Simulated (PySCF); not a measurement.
C2HBN2O3, SMILES O=C=NB(O)N=C=O. Atoms are numbered in the order given.

```xyz
9

B     -0.7732     0.0014     0.0000
N     -0.4253     1.3974     0.0000
C      0.4344     2.2470     0.0000
O      1.1959     3.1337     0.0000
N      0.2529    -0.9949     0.0000
C      0.6168    -2.1451     0.0000
O      1.0565    -3.2288     0.0000
O     -2.0726    -0.3814     0.0000
H     -2.6726     0.3760     0.0000
```

Geometry optimised at r2SCAN-D4/def2-SVP. The values are those of a single conformer.

Two levels are set side by side: PBE/pcSseg-1 (PySCF) and PBE0/pcSseg-1 (PySCF). GIAO shifts against BF3 (¹¹B), H2O (¹⁷O), NH3 (¹⁵N), TMS (¹H), TMS (¹³C) at the same level; non-relativistic, no solvent, atoms listed together averaged. Differences are taken from unrounded values.

```json
[
 {"quantity": "δ(¹¹B) of B1 (ppm)", "PBE0": "1.8"},
 {"quantity": "δ(¹⁷O) of O8 (ppm)", "PBE0": "142.9"},
 {"quantity": "δ(¹H) of H9 (ppm)", "PBE0": "4.68"}
]
```

What does PBE give, and how far is it from PBE0? (Estimate from the structure and the level; the computed values follow.)


```csv
quantity,PBE,PBE minus PBE0
δ(¹¹B) of B1 (ppm),0.2,-1.6
δ(¹⁷O) of O8 (ppm),155.8,12.9
δ(¹H) of H9 (ppm),4.74,0.06
```

Rough cost on one machine, each run with all the roots and properties that it gave: PBE0 against PBE within a factor of 2.
